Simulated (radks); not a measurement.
Question: The table gives one normalised radial function P(r) = r R(r) of Zn3+ in [Ar] 3d8 4d1 (r in bohr). Method: scalar-relativistic Kohn-Sham, PBE, spin-unpolarised, spherical densities, finite nucleus; Fermi nuclear charge, rms radius 3.9283 fm; computed with a radial shooting solver on a logarithmic mesh with Libxc functionals.

r,P
0.0022,0.2230
0.002911,0.2867
0.003821,0.3634
0.005056,0.4594
0.006637,0.5697
0.008781,0.6987
0.01153,0.8325
0.01525,0.9643
0.02002,1.0622
0.02649,1.0928
0.03477,1.0039
0.046,0.7330
0.06038,0.2567
0.07989,-0.4399
0.1049,-1.2144
0.1387,-1.8997
0.1821,-2.2110
0.241,-2.0196
0.3163,-1.4356
0.4185,-0.7471
0.5493,-0.2776
0.721,-0.0667
0.954,-0.0087
1.252,-0.0006
1.657,0.0000
2.175,0.0000
2.877,0.0000
3.777,0.0000
4.997,0.0000
6.559,0.0000
8.679,0.0000

Which n and l does it have? It may be an empty orbital.

Answer: n = 2, l = 0: the number of nodes gives n - l - 1 = 1, the rise at small r (about r^(l+1)) gives l, and the extent must fit the shell. The curve is that of 2s. 2s: eigenvalue -1216.3 eV, 1 radial node at r = 0.0675 bohr, <r> = 0.226 bohr, 90 % of the charge inside 0.350 bohr.
